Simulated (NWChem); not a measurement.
System: CH₃CuFN₂, doublet; SMILES [F][Cu]1[NH]C=[NH]->1

Excerpt of the output:

```
             Northwest Computational Chemistry Package (NWChem) 7.3.0
             --------------------------------------------------------

 CS  symmetry detected

                             Geometry "geometry" -> ""
                             -------------------------

 Output coordinates in angstroms (scale by  1.889725989 to convert to a.u.)

  No.       Tag          Charge          X              Y              Z
 ---- ---------------- ---------- -------------- -------------- --------------
    1 Cu                  29.0000     0.17504013     0.47377875     0.00000000
    2 F                    9.0000    -0.20293609     2.18197891     0.00000000
    3 C                    6.0000    -0.20339511    -1.86616077     0.00000000
    4 N                    7.0000     0.98896542    -1.30379891     0.00000000
    5 N                    7.0000    -1.18076800    -0.99231269     0.00000000
    6 H                    1.0000    -0.36062551    -2.95942875     0.00000000
    7 H                    1.0000     1.82461992    -1.87167188     0.00000000
    8 H                    1.0000    -2.15074445    -1.27654755     0.00000000

 Effective nuclear repulsion energy (a.u.)     336.2646914264

      Symmetry information
      --------------------

 Group name             Cs
 Group number              2
 Group order               2
 No. of unique centers     8

                                 NWChem DFT Module
                                 -----------------

 Summary of "ao basis" -> "ao basis" (spherical)
 ------------------------------------------------------------------------------
       Tag                 Description            Shells   Functions and Types
 ---------------- ------------------------------  ------  ---------------------
 Cu                         def2-svp                11       31   5s3p2d1f
 F                          def2-svp                 6       14   3s2p1d
 C                          def2-svp                 6       14   3s2p1d
 N                          def2-svp                 6       14   3s2p1d
 H                          def2-svp                 3        5   2s1p

      Symmetry analysis of basis
      --------------------------

        a'         73
        a"         29

            General Information
            -------------------
          SCF calculation type: DFT
          Wavefunction type:  spin polarized.
          No. of atoms     :     8
          No. of electrons :    61
           Alpha electrons :    31
            Beta electrons :    30
          Charge           :     0
          Spin multiplicity:     2
          Use of symmetry is: on ; symmetry adaption is: on
          Maximum number of iterations: 150
          AO basis - number of functions:   102
                     number of shells:    44
          Convergence on energy requested:  1.00D-06
          Convergence on density requested:  1.00D-05
          Convergence on gradient requested:  5.00D-04

              XC Information
              --------------
                         MN15 Method XC Functional
                     Hartree-Fock (Exact) Exchange  0.440
                          MN15 Exchange Functional  1.000
                        MN15 Correlation Potential  1.000

             Grid Information
             ----------------
          Grid used for XC integration:  coarse
          Radial quadrature: Mura-Knowles
          Angular quadrature: Lebedev.
          Tag              B.-S. Rad. Rad. Pts. Rad. Cut. Ang. Pts.
          ---              ---------- --------- --------- ---------
          Cu                  1.35       95          10.0       302
          F                   0.50       35          12.0       302
          C                   0.70       35          10.0       302
          N                   0.65       35           9.0       302
          H                   0.35       35          12.0       302
          Grid pruning is: on
          Number of quadrature shells:   340
          Spatial weights used:  Erf1

      Superposition of Atomic Density Guess
      -------------------------------------

 Sum of atomic energies:       -1885.58874807

      Non-variational initial energy
      ------------------------------

 Total energy =   -1887.188978
 1-e energy   =   -3290.312969
 2-e energy   =    1066.859299
 HOMO         =      -0.309121
 LUMO         =      -0.034568

   Symmetry analysis of molecular orbitals - initial alpha
   -------------------------------------------------------

  Numbering of irreducible representations:

     1 a'          2 a"

  Orbital symmetries:

     1 a'          2 a'          3 a'          4 a'          5 a"
     6 a'          7 a'          8 a'          9 a'         10 a'
    11 a'         12 a'         13 a"         14 a'         15 a'
    16 a'         17 a'         18 a'         19 a'         20 a"
    21 a'         22 a"         23 a'         24 a'         25 a"
    26 a'         27 a'         28 a"         29 a'         30 a'
    31 a"         32 a'         33 a"         34 a'         35 a'
    36 a'         37 a'         38 a"         39 a'         40 a'
    41 a'

   Symmetry analysis of molecular orbitals - initial beta
   ------------------------------------------------------

  Numbering of irreducible representations:

     1 a'          2 a"

  Orbital symmetries:

     1 a'          2 a'          3 a'          4 a'          5 a"
     6 a'          7 a'          8 a'          9 a'         10 a'
    11 a'         12 a'         13 a"         14 a'         15 a'
    16 a'         17 a'         18 a'         19 a'         20 a"
    21 a'         22 a"         23 a'         24 a'         25 a"
    26 a'         27 a'         28 a"         29 a'         30 a'
    31 a"         32 a'         33 a"         34 a'         35 a'
    36 a'         37 a'         38 a"         39 a'         40 a'
    41 a'

     ---------------------------------------------
      Total Density - Mulliken Population Analysis
     ---------------------------------------------

    Atom       Charge   Shell Charges
 -----------   ------   -------------------------------------------------------
    1 Cu  29    28.82   2.00  2.00  2.00  0.59 -0.01  6.00  6.01  0.23  8.44  1.56  0.00
    2 F    9     9.81   1.99  1.15  0.81  3.60  2.25  0.00
    3 C    6     5.45   1.99  0.93  0.21  1.68  0.57  0.07
    4 N    7     7.22   1.99  1.04  0.53  2.24  1.40  0.01
    5 N    7     7.26   1.99  1.04  0.53  2.27  1.41  0.01
    6 H    1     0.91   0.67  0.22  0.02
    7 H    1     0.77   0.60  0.12  0.04
    8 H    1     0.77   0.60  0.13  0.04

     --------------------------------------------
      Spin Density - Mulliken Population Analysis
     --------------------------------------------

    Atom       Charge   Shell Charges
 -----------   ------   -------------------------------------------------------
    1 Cu  29     0.01   0.00  0.00  0.00  0.00  0.00  0.00  0.00  0.00  0.01 -0.00  0.00
    2 F    9     0.00   0.00  0.00  0.00  0.00  0.00  0.00
    3 C    6     0.01   0.00  0.00  0.00  0.00  0.00  0.01
    4 N    7     0.49   0.00  0.00  0.00  0.28  0.21  0.00
    5 N    7     0.48   0.00  0.00  0.00  0.28  0.21  0.00
    6 H    1     0.00   0.00  0.00  0.00
    7 H    1     0.00   0.00  0.00  0.00
    8 H    1     0.00   0.00  0.00  0.00

   convergence    iter        energy       DeltaE   RMS-Dens  Diis-err
 ---------------- ----- ----------------- --------- --------- ---------
 d= 0,ls=0.0,diis     1  -1888.8779863893 -2.23D+03  1.02D-01  9.35D-01
                                                     8.48D-02  9.41D-01
 d= 0,ls=0.0,diis     2  -1855.5913339100  3.33D+01  1.02D-01  4.35D+01
                                                     8.39D-02  3.96D+01
 d= 0,ls=0.5,diis     3  -1888.7789307059 -3.32D+01  3.78D-03  1.23D+00
                                                     4.24D-03  1.02D+00
 d= 0,ls=0.5,diis     4  -1889.1795183363 -4.01D-01  1.49D-03  1.44D-01
                                                     1.91D-03  1.31D-01
 d= 0,ls=0.5,diis     5  -1889.2432562004 -6.37D-02  9.17D-04  4.11D-02
                                                     1.43D-03  4.18D-02
  Resetting Diis
 d= 0,ls=0.5,diis     6  -1889.2689330386 -2.57D-02  6.56D-04  1.31D-02
                                                     1.11D-03  1.59D-02
 d= 0,ls=0.5,diis     7  -1889.2819135748 -1.30D-02  4.40D-04  2.08D-03
                                                     8.35D-04  5.54D-03
 d= 0,ls=0.5,diis     8  -1889.2874399385 -5.53D-03  2.17D-04  1.99D-03
                                                     5.36D-04  3.47D-03
 d= 0,ls=0.5,diis     9  -1889.2906190363 -3.18D-03  3.36D-04  1.08D-03
                                                     5.18D-04  1.83D-03
 d= 0,ls=0.5,diis    10  -1889.2930144799 -2.40D-03  2.44D-04  2.46D-04
                                                     4.87D-04  1.71D-03
 d= 0,ls=0.5,diis    11  -1889.2949492116 -1.93D-03  2.83D-04  8.06D-05
                                                     5.18D-04  1.05D-03
 d= 0,ls=0.5,diis    12  -1889.2964356117 -1.49D-03  1.54D-04  4.48D-04
                                                     3.92D-04  1.19D-03
 d= 0,ls=0.5,diis    13  -1889.2974480002 -1.01D-03  1.18D-04  3.75D-04
                                                     3.95D-04  8.49D-04
 d= 0,ls=0.5,diis    14  -1889.2982968180 -8.49D-04  7.96D-05  2.86D-04
                                                     3.75D-04  5.70D-04
 d= 0,ls=0.5,diis    15  -1889.2989587702 -6.62D-04  6.38D-05  1.93D-04
                                                     3.65D-04  3.77D-04
 d= 0,ls=0.5,diis    16  -1889.2994795227 -5.21D-04  4.16D-05  1.45D-04
                                                     3.51D-04  2.70D-04
 d= 0,ls=0.5,diis    17  -1889.2998975813 -4.18D-04  2.99D-05  9.25D-05
                                                     4.09D-04  1.81D-04
 d= 0,ls=0.5,diis    18  -1889.3002864034 -3.89D-04  1.59D-05  3.72D-05
                                                     3.07D-04  1.06D-04
 d= 0,ls=0.5,diis    19  -1889.3005154240 -2.29D-04  2.49D-05  1.45D-05
                                                     3.18D-04  6.01D-05
 d= 0,ls=0.5,diis    20  -1889.3006854228 -1.70D-04  9.65D-06  3.00D-05
                                                     2.46D-04  5.89D-05
 d= 0,ls=0.5,diis    21  -1889.3007888204 -1.03D-04  6.94D-06  2.02D-05
                                                     1.83D-04  3.85D-05
 d= 0,ls=0.5,diis    22  -1889.3008469520 -5.81D-05  7.45D-06  1.46D-05
                                                     1.46D-04  2.46D-05
 d= 0,ls=0.5,diis    23  -1889.3008832126 -3.63D-05  6.08D-06  6.27D-06
                                                     1.01D-04  1.29D-05
 d= 0,ls=0.5,diis    24  -1889.3009021745 -1.90D-05  3.91D-06  2.65D-06
                                                     6.87D-05  6.54D-06
 d= 0,ls=0.5,diis    25  -1889.3009125331 -1.04D-05  3.09D-06  1.69D-06
                                                     5.34D-05  3.79D-06
 d= 0,ls=0.5,diis    26  -1889.3009185288 -6.00D-06  2.22D-06  1.25D-06
                                                     3.90D-05  2.45D-06
 d= 0,ls=0.5,diis    27  -1889.3009219921 -3.46D-06  3.40D-06  5.75D-07
                                                     2.71D-05  1.29D-06
 d= 0,ls=0.5,diis    28  -1889.3009238855 -1.89D-06  1.61D-06  1.90D-07
                                                     2.41D-05  6.09D-07
 d= 0,ls=0.5,diis    29  -1889.3009250340 -1.15D-06  7.97D-07  1.48D-07
                                                     1.80D-05  3.81D-07
 d= 0,ls=0.5,diis    30  -1889.3009256348 -6.01D-07  6.69D-07  9.32D-08
                                                     1.33D-05  2.19D-07
 d= 0,ls=0.5,diis    31  -1889.3009259487 -3.14D-07  4.70D-07  5.33D-08
                                                     9.72D-06  1.17D-07

         Total DFT energy =    -1889.300926102201
      One electron energy =    -3295.594547958529
           Coulomb energy =     1167.905723225053
    Exchange-Corr. energy =      -97.876792795170
 Nuclear repulsion energy =      336.264691426444

 Numeric. integr. density =       61.000010438789

                  Occupations of the irreducible representations
                  ----------------------------------------------

                     irrep           alpha         beta
                     --------     --------     --------
                     a'               24.0         23.0
                     a"                7.0          7.0

                    DFT Final Alpha Molecular Orbital Analysis
                    ------------------------------------------

 Vector   29  Occ=1.000000D+00  E=-3.511494D-01  Symmetry=a"
              MO Center= -1.4D-01,  1.7D+00, -1.0D-15, r^2= 1.3D+00
   Bfn.  Coefficient  Atom+Function         Bfn.  Coefficient  Atom+Function
  ----- ------------  ---------------      ----- ------------  ---------------
    37      0.594887  2 F  pz                40     -0.419068  2 F  pz
    16      0.399071  1 Cu d -1              21      0.106746  1 Cu d -1
    14     -0.099115  1 Cu pz                51      0.087255  3 C  pz
    79     -0.074795  5 N  pz                54      0.054651  3 C  pz
    82      0.053038  5 N  pz                18      0.051076  1 Cu d  1

 Vector   30  Occ=1.000000D+00  E=-3.274049D-01  Symmetry=a'
              MO Center= -2.5D-01,  2.7D-01, -4.3D-16, r^2= 3.0D+00
   Bfn.  Coefficient  Atom+Function         Bfn.  Coefficient  Atom+Function
  ----- ------------  ---------------      ----- ------------  ---------------
    15      0.455520  1 Cu d -2              78      0.309735  5 N  py
    76     -0.300551  5 N  s                 35      0.263707  2 F  px
    36      0.250493  2 F  py                62      0.228634  4 N  s
    81     -0.193363  5 N  py                38     -0.189939  2 F  px
    64     -0.178321  4 N  py                39     -0.174433  2 F  py

 Vector   31  Occ=1.000000D+00  E=-2.809927D-01  Symmetry=a"
              MO Center= -7.2D-02, -1.1D+00,  5.5D-15, r^2= 2.0D+00
   Bfn.  Coefficient  Atom+Function         Bfn.  Coefficient  Atom+Function
  ----- ------------  ---------------      ----- ------------  ---------------
    65      0.441485  4 N  pz                79     -0.435736  5 N  pz
    68     -0.376752  4 N  pz                82      0.368464  5 N  pz
    18     -0.139508  1 Cu d  1              58      0.043039  3 C  d  1
    16     -0.040506  1 Cu d -1              23     -0.034678  1 Cu d  1

[...]

                         DFT ENERGY GRADIENTS

    atom               coordinates                        gradient
                 x          y          z           x          y          z
   1 Cu      0.330778   0.895312   0.000000    0.001981   0.000609   0.000000
   2 F      -0.383494   4.123342   0.000000   -0.000531   0.001953   0.000000
   3 C      -0.384361  -3.526533   0.000000   -0.001216   0.003601   0.000000
   4 N       1.868874  -2.463823   0.000000   -0.001007  -0.002123   0.000000
   5 N      -2.231328  -1.875199   0.000000    0.000378  -0.003110   0.000000
   6 H      -0.681483  -5.592509   0.000000    0.000008  -0.001225   0.000000
   7 H       3.448032  -3.536947   0.000000   -0.002755   0.000986   0.000000
   8 H      -4.064318  -2.412325   0.000000    0.003142  -0.000690   0.000000
```

Level: MN15/def2-SVP, spin-unrestricted. In the optimisation the excess spin sits in a' (Cs, its own frame). Structure relaxed at the PBE0/def2-SVP, spin-unrestricted level. Not confirmed as a minimum by frequencies. This spin state was assumed; another may lie lower. No stability test was run on the SCF state.

Q: Write an input that gives this output.

A: This is not unique; one that fits is the input that was run:
```
start job
memory heap 200 mb stack 900 mb global 1100 mb
geometry units angstroms noautoz
  Cu     0.169466     0.492584     0.000000
  F     -0.225310     2.196980     0.000000
  C     -0.185913    -1.850968     0.000000
  N      1.000853    -1.276894     0.000000
  N     -1.171842    -0.986785     0.000000
  H     -0.332372    -2.945731     0.000000
  H      1.842058    -1.836512     0.000000
  H     -2.138973    -1.280556     0.000000
end
basis spherical
  * library def2-svp
end
dft
  odft
  mult 2
  xc mn15
  grid coarse
  iterations 150
  mulliken
end
task dft gradient
```
